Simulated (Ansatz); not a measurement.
C$_{2}$H$_{8}$BGeN (`B[N]([GeH3])C=C`), relaxed with RKS PBE-D4/def2-SVP in Ansatz from a rough embedded geometry. The force threshold is 0.03 eV/Å; the program also tests the step.

Charge 0, multiplicity 1.

Start:

```xyz
13

B    -1.716   -1.041   -0.054
N    -0.433   -0.234    0.021
Ge    0.412    0.096   -1.610
C     0.140    0.167    1.290
C     1.241    0.913    1.402
H    -2.334   -1.234    1.015
H    -2.179   -1.419   -1.027
H     0.592    1.563   -1.838
H    -0.428   -0.594   -2.769
H     1.818   -0.600   -1.593
H    -0.489   -0.001    2.190
H     1.841    1.130    0.555
H     1.536    1.255    2.419
```

(1) How much energy does the relaxation release, and in how many steps? (An estimate is asked.)

(2) Which bonds change most? (Estimate.)

(3) Give the relaxed structure. (Estimate.)

Results:

(1) Computed: 47.14 kJ/mol, in 6 steps, 2 of them rejected.

(2) Ansatz gave: B1–N2 from 1.517 to 1.416 Å; B1–H7 from 1.142 to 1.216 Å; Ge3–H8 from 1.495 to 1.549 Å; Ge3–H9 from 1.589 to 1.541 Å.

(3) The calculation gave: 
```xyz
13

B    -1.702   -1.003    0.009
N    -0.483   -0.281    0.022
Ge    0.439    0.058   -1.608
C     0.073    0.197    1.224
C     1.222    0.890    1.363
H    -2.271   -1.207    1.067
H    -2.151   -1.400   -1.049
H     0.571    1.592   -1.782
H    -0.420   -0.577   -2.718
H     1.842   -0.591   -1.515
H    -0.537   -0.051    2.110
H     1.868    1.165    0.515
H     1.549    1.207    2.363
```
